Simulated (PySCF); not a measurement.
**Level sweep**

CH₅ClSSi.
Geometry (PBE0-D3(BJ)/def2-SVP, Å), atoms numbered from 1 in this order:
```xyz
9
CH5ClSSi angstrom
C     -0.7185    1.2215   -1.2509
S      0.6906    2.0385   -2.0733
Si     2.2487    1.1575   -0.9176
Cl     4.0316    1.8926   -1.6444
H     -0.6773    0.1287   -1.3662
H     -0.7746    1.4847   -0.1847
H     -1.6243    1.5912   -1.7493
H      2.2483   -0.3279   -1.0499
H      2.1288    1.5206    0.5239
```

PySCF, dipoles from the SCF density, polarisabilities from static response with core orbitals frozen. Geometry: PBE0-D3(BJ)/def2-SVP, one conformer, isolated molecule.

The anisotropy is √(½[(α1 − α2)² + (α2 − α3)² + (α3 − α1)²]).

```tsv
level	μ (D)	α (au)	anisotropy (au)
LDA/def2-SVPD	2.705	79.04	31.82
PBE/def2-SVPD	2.646	77.89	31.42
B3LYP/def2-SVPD	2.699	75.73	29.63
PBE0/def2-SVPD	2.765	74.96	29.45
BHandHLYP/def2-SVPD	2.817	72.97	27.83
CAM-B3LYP/def2-SVPD	2.768	74.45	28.38
wB97X-D/def2-SVPD	2.809	73.98	28.27
LC-wPBE/def2-SVPD	2.856	72.42	27.35
HF/def2-SVPD	2.973	70.18	25.52
PBE0/6-31G*	3.110	57.92	28.81
PBE0/def2-SVP	2.680	58.54	28.73
PBE0/6-31+G*	3.079	64.83	26.35
PBE0/aug-cc-pVDZ	2.750	75.53	30.49
PBE0/def2-TZVP	2.614	68.73	31.31
PBE0/def2-TZVPD	2.642	76.14	30.32
```

The dipole runs from 2.61 D (PBE0/def2-TZVP) to 3.11 D (PBE0/6-31G*). No reference polarisability is at hand; against PBE0 in the largest diffuse basis at hand (def2-TZVPD) the other PBE0 rows deviate by 6-31G* -24%, def2-SVP -23%, 6-31+G* -15%, def2-SVPD -2%, aug-cc-pVDZ -1%, def2-TZVP -10%. In one basis (def2-SVPD) the functionals order the polarisability from HF (lowest) to LDA (highest), a spread of 13%. With PBE0 the polarisability is 61.73 au without diffuse functions (mean of 6-31G*, def2-SVP and def2-TZVP) and 72.86 au with them (mean of 6-31+G*, def2-SVPD, aug-cc-pVDZ and def2-TZVPD).

Without π bonds the low states are Rydberg-like; a valence basis with one diffuse set may place them up to an eV too high.
